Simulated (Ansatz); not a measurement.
```xyz
17

C     1.313    0.182   -2.410
C     0.844   -0.012   -1.002
C    -0.480    0.297   -0.673
C    -1.058    0.169    0.594
C    -2.495    0.543    0.783
O    -0.467   -0.247    1.638
Zn    1.393   -0.796    1.668
O     2.483   -1.415    2.956
O     1.722   -0.455   -0.199
H     0.530    0.560   -3.065
H     2.157    0.875   -2.411
H     1.683   -0.771   -2.795
H    -1.112    0.666   -1.468
H    -2.562    1.326    1.543
H    -2.964    0.889   -0.137
H    -3.041   -0.322    1.168
H     2.054   -1.489    3.810
```

Total charge 0; spin multiplicity 1.

Question: List the CAM-B3LYP/def2-TZVPP orbital energies in eV (the Gaussian-basis code of Ansatz). (An estimate is asked.)

Answer: Computed: Occupied: -9451.05, -1150.04, -1013.55, -1013.44, -1013.37, -522.86, -522.85, -521.03, -281.68, -281.68, -279.10, -279.07, -278.67, -133.14, -89.55, -89.38, -89.28, -31.17, -30.75, -27.29, -24.10, -23.05, -21.77, -18.52, -17.42, -16.76, -16.05, -15.61, -15.53, -15.32, -15.17, -14.59, -14.58, -14.08, -13.94, -13.36, -13.22, -12.78, -12.48, -12.32, -11.77, -10.83, -9.79, -9.20, -9.15, -8.41. Lowest empty: -0.54, 0.69, 1.45, 1.87, 2.12, 2.77, 2.97, 3.30.
